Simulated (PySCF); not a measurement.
A GIAO shielding run with PySCF (density fitting, non-relativistic, gas phase) on SMILES N[Si@@H]1CC[Si@H](S)N1, C2H10N2SSi2:

```
$ OMP_NUM_THREADS=1 python probes_run.py task.json out

{"job": {"kind": "nmr", "xc": "PBE0", "basis": "pcSseg-1"}, "charge": 0, "multiplicity": 1}
N     -1.742963     1.180569     1.622720
Si    -1.203533     0.786427     0.034670
C     -1.080831    -1.095032    -0.173259
C      0.300335    -1.554962     0.300804
Si     1.535507    -0.224189    -0.217427
S      3.217110    -0.090829     1.129074
N      0.494327     1.140076    -0.104205
H     -2.672934     0.915511     1.902415
H     -1.511108     2.082166     2.007495
H     -1.891556     1.460055    -1.076138
H     -1.189301    -1.338721    -1.230820
H     -1.865786    -1.638824     0.351640
H      0.537833    -2.542694    -0.093895
H      0.296829    -1.641561     1.388193
H      2.099500    -0.371655    -1.562269
H      3.834636     0.861282     0.449012
H      0.834937     2.084411    -0.088457
```

Hardware: 1 thread of an Arm Neoverse N1, shared host. The job also computes population analyses, field gradients, ring-centre shieldings.

Q: How large is the calculation?

A: 80 electrons, 190 basis functions and 1049 auxiliary functions.

Q: How long does it take, and how much memory does it need?

A: 56 s of wall time, with 13 SCF cycles and 4 response iterations; peak memory 0.85 GiB. Times on a shared host scatter by some tens of per cent.
